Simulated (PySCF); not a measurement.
Computed IR spectrum (relative IR intensity) of a molecule C2H7NOSi2. Geometry optimised at B3LYP-D3(BJ)/def2-SVP. Other conformers were not sampled. These are B3LYP-D3(BJ)/def2-SVP run with PySCF 2.14.0 values and carry that method's errors. Frequencies are harmonic and unscaled.

Lines under 2 % of the strongest are left out, and lines within 2 cm⁻¹ are merged.

ν (cm⁻¹): 463 (w), 625 (m), 682 (w), 700 (m), 757 (m), 798 (w), 925 (vs), 955 (s), 970 (s), 999 (w), 1005 (m), 1178 (vw), 1371 (vw), 1431 (w), 1445 (vw), 1665 (m), 2229 (s), 2257 (s), 2260 (m), 3016 (vw), 3086 (vw), 3136 (vw) (against the strongest line: vs over 80 %, s over 45 %, m over 15 %, w over 4 %, vw less)

Task: Identify the compound among the candidates.
A. O=C([SiH3])/N=C/[SiH3]
B. CC1=N[SiH2]O[SiH2]1
C. C1=NC[SiH2][SiH2]O1
D. N#CC[SiH2]O[SiH3]

Result: B, CC1=N[SiH2]O[SiH2]1
